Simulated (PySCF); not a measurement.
# What a mistake does to a calculation on AlBH3O2

These are calculations, not measurements. The program is PySCF 2.14.0, an open-source quantum chemistry code, run on an isolated molecule that a program drew, which may never have been made. The molecule is AlBH3O2 (charge 0, doublet), drawn as the SMILES string `O[B](O)[AlH]`.

Each row is a Hartree-Fock (HF) and frozen-core CCSD(T) single point in the cc-pV(D+d)Z basis, meant for a local HF minimum. Run 1 is clean. Each other run has one planted mistake out of seven kinds, and not every kind appears here: one electron removed, one electron added, multiplicity raised by two, geometry at a saddle point, minimal basis STO-3G, one bond length entered in bohr, all coordinates scaled. The reference is restricted for singlets and unrestricted otherwise, and also for a bond in bohr. Adding or removing an electron swaps singlet and doublet. Electrons count all cores. HOMO and LUMO are orbital energies over both spins, the gradient is its largest component, and the lowest frequency (negative if imaginary) is given only where the gradient is small. Bond lengths are over the 6 bonds as drawn. T1 is the CCSD diagnostic: over 0.02 (restricted) or 0.045 (unrestricted) a single reference is doubtful.

Geometry of the clean run:
```xyz
7
AlBH3O2, angstrom
O    -0.1729   -0.9196   -1.6766
B     0.8511   -0.4720   -0.9049
O     0.6323    0.7340   -0.3170
Al    2.7318   -1.5922   -0.6113
H    -0.0127   -1.7562   -2.0805
H     1.3468    1.0386    0.2179
H     3.8533   -0.9449    0.3300
```

| run | electrons | basis functions | <S^2> | HOMO (eV) | LUMO (eV) | gradient (hartree/bohr) | lowest frequency (cm^-1) | mean bond (Å) | longest bond (Å) | T1 | HF (hartree) | CCSD(T) (hartree) | mistake |
|---|---|---|---|---|---|---|---|---|---|---|---|---|---|
| 1 | 37 | 80 | 0.756 | -7.81 | 0.32 | 2.4e-05 | 131 | 1.4021 | 2.209 | 0.0172 | -418.13802 | -418.68111 | no fault |
| 2 | 36 | 80 | 0.000 | -16.17 | -6.58 | 6.1e-02 | - | 1.4021 | 2.209 | 0.0210 | -417.87296 | -418.41830 | one electron removed |
| 3 | 37 | 80 | 0.755 | -7.59 | 0.45 | 8.7e-02 | - | 1.3124 | 2.067 | 0.0155 | -418.10484 | -418.63864 | all coordinates scaled |
| 4 | 37 | 80 | 0.955 | -8.01 | 0.79 | 2.2e-02 | - | 1.7296 | 4.174 | 0.0413 | -418.08582 | -418.62267 | ? |

**Which mistake was planted in run 4, and what did it cost?**

The mean bond changes by a factor of 1.234 and the longest by 1.890, so the molecule wasn't scaled as a whole. A length L in bohr read as angstrom grows by (1/0.5292 - 1) L = 0.890 L. The 6 bonds together grew by 6 x 0.3275 = 1.965 Å, which gives L = 2.209 Å. That is bond B2-Al4, 2.209 Å in the clean geometry. So the mistake is: one bond length entered in bohr. Subtracting run 1 and multiplying by 627.51 kcal/mol a hartree, the energy moved by 32.8 kcal/mol in HF and 36.7 kcal/mol in CCSD(T).

Cautions from the logs. Run 2: T1 is over the limit, so its CCSD(T) energy is less reliable.
